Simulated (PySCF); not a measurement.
Gas-phase reaction: 4 SiI2 + 2 O = 2 SiI4 + Si2O2

Energies from PySCF, thermal terms from the rigid-rotor harmonic-oscillator model, ideal gas at 1 bar. † marks an energy on the PBE0/def2-TZVP geometry and frequencies; other levels use their own. MP2 freezes the core. Open shells (unrestricted): O (multiplicity 3, electronic degeneracy 9); the rest are closed-shell singlets. Spin-orbit splitting is ignored; it lowers the true energy and changes the entropy of O. I: scalar-relativistic def2 core potential, no spin-orbit coupling. Si2O2: computed as isolated molecules; such fragments, hydroxides, amides, oligomers or adducts are transient or little studied in the gas. MP2 isn't extrapolated to the basis-set limit; its ΔH°(298 K) is -1459.6 kJ in def2-SVP and -1621.8 kJ in def2-TZVPP. The harmonic model lacks anharmonicity and excited electronic states, which grow with temperature; levels with a mode under 35 cm⁻¹ are left out. Soft modes under 120 cm⁻¹ make the harmonic entropy rough for SiI2, SiI4.

```
level               ΔE electronic, kJ  ΔH°(298 K), kJ  ΔS°(298 K), J/K  ΔG°(800 K), kJ
------------------  -----------------  --------------  ---------------  --------------
MP2/def2-TZVPP†                 -1641           -1622             -510           -1216
PBE/def2-SVP                    -1431           -1414             -505           -1012
PBE0/def2-QZVP†                 -1478           -1459             -510           -1053
PBE0/def2-SVP†                  -1405           -1385             -510            -979
r2SCAN/def2-TZVP†               -1510           -1491             -510           -1085
ωB97M-V/def2-TZVP†              -1542           -1523             -510           -1117
```
ΔH° is lowest at MP2/def2-TZVPP† and highest at PBE0/def2-SVP†. No reference value is set beside these.
